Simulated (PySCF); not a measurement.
Computed shifts of a molecule C₄H₄OSe, PySCF with B3LYP/pcSseg-1, GIAO, gas phase, equivalent atoms averaged, in ppm (number of nuclei): ¹³C: 197.5 (1), 150.9 (1), 139.7 (1), 57.2 (1). ¹H: 9.96 (1), 7.17 (1), 6.09 (1), 4.51 (1). References: ¹⁷O against H2O (σ = 333.8 ppm); ¹³C against TMS (σ = 181.3 ppm); ⁷⁷Se against Me2Se (σ = 1647.9 ppm); ¹H against TMS (σ = 31.68 ppm), references at their B3LYP-D3(BJ)/def2-TZVP geometries, non-relativistic. The structure is a stationary point at ωB97X-D3(BJ)/def2-SVP. Other conformers were not sampled.

Problem. Which molecule gave these data?
A. C=C1OC=C[Se]1
B. O=C[C@@H]1C=C[Se]1
C. C=C1CC(=O)[Se]1
D. Oc1cc[se]c1

Solution. B, O=C[C@@H]1C=C[Se]1
